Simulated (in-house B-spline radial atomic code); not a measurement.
Settings and results of a run for Te V (Te4+) (an excited or competing configuration). Method: scalar-relativistic (X2C) BHandHLYP, spin-polarised, spherical fractional occupations, Fermi nucleus of rms radius 4.7423 fm. Calculated with a B-spline radial code for spherical atoms.

Command:
```bash
python run_scf.py task.json out
```
Settings (nuclear radius in fm, mass in u):
```
Z                52
configuration    [Ar] 3d9 4s2 4p6 4d10 5s2 6f1
hamiltonian      x2c
method           bhandhlyp
spin_polarised   True
nucleus          fermi
rms_radius       4.7423
atomic_mass      129.90622
speed_of_light   137.035999084
```

Output (hartree, bohr):
```
 radial grid: 74 intervals, B-splines of order 8, outer radius 40.8511 bohr

 iter        energy (Eh)    residual
    1       -6744.412756    7.61e-01
    2       -6759.640159    6.81e-01
    3       -6766.575714    1.68e-01
    4       -6767.052076    4.45e-02
    5       -6767.077974    2.12e-02
    6       -6767.084552    2.18e-03
    7       -6767.084559    1.87e-04
    8       -6767.084560    4.12e-05
    9       -6767.084560    6.75e-06
   10       -6767.084560    8.31e-07
   11       -6767.084560    9.76e-08

 total energy                     -6767.08456
 kinetic                            7159.7247
 electron-nucleus                 -16312.7535
 Hartree                            2559.3333
 exact exchange                      -84.9716
 exchange-correlation                -88.4175

 orbital      occ     eigenvalue          <r>       <r^2>       <1/r>       r_max
 1s up      1.000     -1171.3785    0.0272082  0.00101312     58.2909     0.01722
 1s down    1.000     -1171.3762     0.027208   0.0010131     58.2912     0.01722
 2s up      1.000      -184.7152     0.119213   0.0168232     13.2667      0.1012
 2s down    1.000      -184.5816     0.119163   0.0168082     13.2728      0.1012
 2p up      3.000      -166.2092     0.104458   0.0133355     12.2477     0.08093
 2p down    3.000      -166.0872     0.104392   0.0133167     12.2538      0.0809
 3s up      1.000       -40.0572     0.318923    0.116352     4.71456      0.2912
 3s down    1.000       -39.8849     0.319221    0.116567     4.70713      0.2913
 3p up      3.000       -33.9582     0.316598      0.1163     4.39666      0.2846
 3p down    3.000       -33.7557     0.317022    0.116607     4.38809      0.2847
 3d up      5.000       -24.7905     0.292394    0.100971      4.1375      0.2358
 3d down    4.000       -24.3463     0.293358    0.101702     4.12669      0.2363
 4s up      1.000        -9.0126     0.749677    0.634245     1.88287      0.6906
 4s down    1.000        -8.9884       0.7507    0.635994     1.87989      0.6915
 4p up      3.000        -7.0240     0.799656    0.727489      1.7111       0.724
 4p down    3.000        -7.0009     0.801054    0.730083     1.70804      0.7252
 4d up      5.000        -4.0540     0.911404    0.965201      1.4468      0.7817
 4d down    5.000        -4.0292     0.914727    0.972577     1.44319      0.7845
 5s up      1.000        -2.4231      1.78349     3.54596    0.736667       1.638
 5s down    1.000        -2.4201      1.78633     3.55779    0.735576        1.64
 6f up      1.000        -0.3751      7.36588     62.3201    0.212004       7.915
```

Cost of the run: 0.36 s on 1 thread of Arm Neoverse V1, on a shared host.

Caution: exact exchange at fractional occupations of open shells leaves self-interaction of up to several eV.

One-electron X2C: radii and densities carry no picture-change correction, so inner-shell <1/r> comes out high (for 1s by about 2 % at Z = 33, 5 % at 54, 10 % at 75, 30 % at 118) and <r> low.
